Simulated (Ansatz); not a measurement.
`[OH][Ti]([OH])([F])[Cl]` + NH₃ → `[NH2][Ti]([OH])([OH])[Cl]` + H–F  (ligand exchange at a Ti–F bond)

Gas-phase electronic energies from Ansatz, PBE0-D4/def2-TZVP geometries. CCSD(T)/CBS adds triple-zeta CCSD(T) − MP2 to the extrapolated MP2 energy (def2 sets, frozen cores). This one scheme is used for every species. DFT in def2-TZVPP. For Ti outer-core shells are correlated without core-valence functions, which leaves a few kJ/mol of doubt a bond. Scalar relativity is left out up to krypton. Each species was taken in one conformer, which may not be the lowest.

| level | ΔE (kcal/mol) |
| --- | --- |
| revPBE-D4 | 24.0 |
| BHLYP-D4 | 24.3 |
| PBE | 25.7 |
| revPBE | 26.2 |
| MP2/def2-SVP | 26.5 |
| CCSD/def2-SVP | 26.4 |
| SCS-MP2/def2-TZVPP | 22.8 |
| HF/CBS(def2) | 27.0 |

**Question.** What does CCSD(T)/CBS give? (An estimate is asked.)

**Answer.** Ansatz gave: +21.1 kcal/mol. The listed levels differ from it by 2.9, 3.2, 4.6, 5.1, 5.4, 5.3, 1.7, 5.9 kcal/mol.

Largest T1 diagnostic among the species: 0.024, so the coupled-cluster value is less sure than usual.

The D4 term adds −1.6 kcal/mol with B3LYP and −0.9 kcal/mol with PBE0; it sums over pairs of atoms, weighted by their polarisabilities, and B3LYP, whose exchange is more repulsive, gets the larger term. From BLYP to BHLYP (50 % exact exchange), in def2-TZVPP and without D4, ΔE moves by −1.3 kcal/mol.

B3LYP here is the variant with VWN-RPA as its local correlation; programs differ in this.
